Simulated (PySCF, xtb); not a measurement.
Se(SH)(SeH) (H2SSe2), SMILES S[Se][SeH]. The values are those of a single conformer.

Harmonic wavenumbers (cm⁻¹) from GFN2-xTB (xtb) at its own minimum, in rising order: 124, 235, 239, 252, 369, 640, 743, 1974, 2367.

Task: What does PBE-D3(BJ)/def2-SVP run with PySCF give at its own minimum? (Estimate from the structure and the level; the computed values follow.)

Result: 124, 261, 290, 318, 361, 685, 774, 2309, 2570. Paired by order, the mean absolute difference is 85 cm⁻¹ and the zero-point energies are 9.9 and 11.0 kcal/mol.
